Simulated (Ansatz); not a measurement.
```xyz
7

F    -0.227    0.060   -1.518
B     0.981   -0.279   -0.929
O     1.013   -0.285    0.382
In   -0.864    0.246    1.063
H     1.875   -0.533   -1.679
H    -1.820   -1.133    1.344
H    -0.958    1.923    1.338
```

Charge 0, multiplicity 1. In: def2 effective core potential.

Problem. List the PBE0/def2-TZVPP orbital energies in eV (the Gaussian-basis code of Ansatz). (An estimate is asked.)

Solution. Computed: Occupied: -674.02, -522.25, -185.71, -128.91, -85.42, -85.12, -85.07, -33.53, -27.36, -22.05, -21.91, -21.83, -21.74, -21.69, -15.27, -13.80, -12.93, -12.83, -11.41, -10.17, -9.91, -8.80, -8.77. Lowest empty: -1.65, -0.30, 0.13, 0.74, 1.54, 1.95, 2.26, 2.51.
